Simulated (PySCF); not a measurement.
A geometry optimisation on `C[Si@@H]([SiH3])Cl`.

Method: PBE0-D3(BJ)/def2-SVP geometry optimisation, gas phase (PySCF 2.14.0). Start geometry: GFN2-xTB. A driver script takes a list of jobs; this job's settings line and coordinates (Å) are shown.

Command:
```bash
OMP_NUM_THREADS=1 python probes_run.py task.json out
```

Input:
```
{"job": {"xc": "PBE0", "basis": "def2-SVP", "d3": "d3bj", "grid": 1, "shake": 0.01, "kind": "geom"}, "charge": 0, "multiplicity": 1}
C     -1.522230    -0.832020    -0.044540
Si    -0.404280     0.711170    -0.080430
Si     1.806220     0.146430     0.232040
Cl    -0.627260     1.614320    -1.898880
H     -1.496980    -1.318810     0.900620
H     -1.265170    -1.521970    -0.815460
H     -2.570710    -0.536360    -0.225580
H     -0.915400     1.690570     0.885760
H      2.000910    -0.478280     1.570700
H      2.319630    -0.804770    -0.748810
H      2.713380     1.303900     0.208920
```

Task: Estimate the output.

Result: 
```
step   0  E = -1080.75251210  max force = 0.034986
step   1  E = -1080.75758577  max force = 0.007293
step   2  E = -1080.75793574  max force = 0.003308
step   3  E = -1080.75802879  max force = 0.000605
step   4  E = -1080.75803722  max force = 0.000466
step   5  E = -1080.75804090  max force = 0.000703
step   6  E = -1080.75803877  max force = 0.000514
step   7  E = -1080.75803882  max force = 0.000180
step   8  E = -1080.75804045  max force = 0.000135
optimisation converged
```

Energies in Eh; «max force» is the largest Cartesian gradient component in Eh/bohr.

Task: How much energy does the optimisation release, in kcal/mol?

Result: E(step 0) − E(last step) = 0.005528 Eh, which is 3.5 kcal/mol.

Task: Give the first gradient maximum in eV/Å.

Result: With 1 Eh/bohr = 51.422 eV/Å, 1.799 eV/Å.

Summary of the converged run: final energy -1080.75804 Eh after 8 steps; dipole 1.86 D.

Time: 34 s wall; peak memory 0.43 GiB. Hardware: one thread, Arm Neoverse V1 (aarch64), shared host.
Labels such as C1 count atoms from 1, the log's own numbers from 0.
